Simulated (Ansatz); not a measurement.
The same ligand exchange along the group B, Al, Ga, In.

Gas-phase electronic energies from Ansatz, PBE0-D4/def2-TZVP geometries. CCSD(T)/CBS is the MP2 limit (def2-TZVPP, def2-QZVPP) plus CCSD(T) − MP2 in def2-TZVPP, frozen cores. Small cases extrapolate CCSD(T) itself. Elements past krypton have def2 core potentials. For Ga, In outer-core shells are correlated without core-valence functions, which leaves a few kJ/mol of doubt a bond. Scalar relativity is left out up to krypton. Each species was taken in one conformer, which may not be the lowest.

Q: Order these by ΔE at CCSD(T)/CBS, lowest first. (Estimate.)
A. `[F][GaH][F]` + H₂S → `[F][GaH][SH]` + H–F
B. `[F][AlH][F]` + H₂S → `[F][AlH][SH]` + H–F
C. `FBF` + H₂S → `FBS` + H–F
D. `[F][InH][F]` + H₂S → `[F][InH][SH]` + H–F

A: D (-0.39 eV), A (-0.12 eV), B (+0.73 eV), C (+0.83 eV).

Largest T1 diagnostic: 0.017, for `[F][InH][F]`.

Extrapolated directly: `FBF` + H₂S → `FBS` + H–F; `[F][AlH][F]` + H₂S → `[F][AlH][SH]` + H–F.
